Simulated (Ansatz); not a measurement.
Reaction (SMILES): Cl[Se]Cl + H+ → Cl[SeH+]Cl
B3LYP-D3(BJ)/def2-TZVP geometries, fixed; electronic energies without zero-point terms; positive where energy is released.
Largest species:
```
Se
H 1 1.4938
Cl 1 2.1264 2 95.40
Cl 1 2.1264 2 95.40 3 105.25
```
Charge +1, spin multiplicity 1.

Energies in hartree at PBE with Ansatz (a quantum-chemistry and plane-wave program); the proton affinity is their sum with the coefficients shown, times 627.509 kcal/mol a hartree; the bare proton counts zero. All functions are spherical. The program fits the integrals of some runs and decomposes those of others, by size. The proton sits at the site shown, which need not be the one that binds it best. No added dispersion term, no relativity.

```csv
species,coefficient,part,cc-pV(D+d)Z,cc-pV(T+d)Z,cc-pV(Q+d)Z
Cl[Se]Cl,+1,PBE,-3321.20609,-3321.31919,-3321.33123
Cl[SeH+]Cl,-1,PBE,-3321.47287,-3321.59085,-3321.60318
```

Question: Predict the proton affinity in cc-pV(5+d)Z (X = 5): let each PBE step shrink by the ratio of the last two. Compare with the run.

Answer: 
- Cl[Se]Cl: steps -0.11310 and -0.01204, ratio 0.106, so PBE -3321.33251 (run: -3321.34344).
- Cl[SeH+]Cl: steps -0.11798 and -0.01233, ratio 0.105, so PBE -3321.60447 (run: -3321.61519).
Predicted 170.66 kcal/mol; the run in cc-pV(5+d)Z gives 170.53, a miss of 0.13. Keeping the value in cc-pV(Q+d)Z, 170.65, would miss by 0.13. All sums are of the energies as printed.
